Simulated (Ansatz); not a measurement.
The pair A = dimethyl selenide (SMILES C[Se]C) (first 9 atoms), B = HF (SMILES F); geometry from B3LYP-D3(BJ)/def2-TZVP.
(charge 0, multiplicity 1):
| atom | x (Å) | y (Å) | z (Å) |
|---|---|---|---|
| C | -1.3893 | -0.9503 | 0.9030 |
| Se | -0.0916 | 0.4721 | 0.5250 |
| C | 1.3713 | -0.6904 | -0.0739 |
| H | -0.9803 | -1.6266 | 1.6494 |
| H | -2.2823 | -0.4680 | 1.2935 |
| H | -1.6288 | -1.4817 | -0.0148 |
| H | 1.6367 | -1.3804 | 0.7232 |
| H | 2.2170 | -0.0445 | -0.2980 |
| H | 1.0700 | -1.2275 | -0.9698 |
| F | 0.9915 | -0.0991 | 3.4463 |
| H | 0.6714 | 0.2741 | 2.6351 |

Cores are frozen in the correlated methods. Filled d and f shells under p-block atoms count as core. MP2 and its Hartree–Fock in aug-cc-pVTZ are density fitted.

Codes used: Ansatz (an electronic-structure program). Each number belongs to the level named beside it.

Total energies (hartree), monomers frozen at their geometry in the pair:

| structure | HF/aug-cc-pVTZ | MP2/aug-cc-pVTZ | CCSD(T)/aug-cc-pVDZ |
|---|---|---|---|
| AB | -2579.2080644 | -2580.0236028 | -2579.8171691 |
| A in the pair's basis | -2479.1417875 | -2479.6709590 | -2479.5423381 |
| B in the pair's basis | -100.0588072 | -100.3405802 | -100.2641826 |
| A | -2479.1417345 | -2479.6701850 | -2479.5405741 |
| B | -100.0586578 | -100.3400826 | -100.2630328 |

Problem. Work out the interaction energy without and with the counterpoise correction, and the superposition error, for each level.

Solution. 
E(AB) − E(A) − E(B), times 627.509 kcal/mol, with the monomers in their own basis and then in the pair's basis:
- HF/aug-cc-pVTZ: -4.81 uncorrected, -4.69 corrected; the monomers gain 0.13 kcal/mol from borrowed functions
- MP2/aug-cc-pVTZ: -8.37 uncorrected, -7.57 corrected; the monomers gain 0.80 kcal/mol from borrowed functions
- CCSD(T)/aug-cc-pVDZ: -8.51 uncorrected, -6.68 corrected; the monomers gain 1.83 kcal/mol from borrowed functions
